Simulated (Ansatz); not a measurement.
(1) Predict a relaxed structure of Cu3H3⁻, charge -1, doublet, at PBE0-D4/def2-SVPD (Ansatz).

Results:

(1) 
```xyz
6

Cu    0.140   -0.333    0.589
Cu   -0.023   -2.541    1.632
Cu    0.179    1.315   -1.262
H    -0.643    2.166   -2.257
H    -0.839   -1.111    1.583
H     1.185    0.504   -0.286
```
 This is one stationary point.

The structure comes from a short search, and lower isomers may exist.
